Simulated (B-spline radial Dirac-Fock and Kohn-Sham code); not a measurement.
## Relativistic shifts of the levels of Ca³⁺

System: the Ca³⁺ ion, configuration [Ne] 3s2 3p5.

Both columns are ΔSCF binding energies of the configuration average from a B-spline atomic structure program: non-relativistic Hartree-Fock with a point nucleus, and Dirac-Fock with a finite nucleus and the Coulomb interaction alone, averaged over the two j levels with weights 2j+1.

```tsv
shell	Hartree-Fock (eV)	Dirac-Fock (eV)	shift (eV)	shift (%)
1s	4070.8	4092.3	+21.51	+0.53
2s	484.5	488.5	+3.94	+0.81
3s	90.58	91.12	+0.54	+0.60
3p	67.04	67.07	+0.02	+0.03
```

Relativity binds 1s, 2s, 3s, 3p more strongly, among those listed most of all 2s in relative terms.

Values without a named source are computed, but for edge energies of neutral atoms, which are taken from tables.
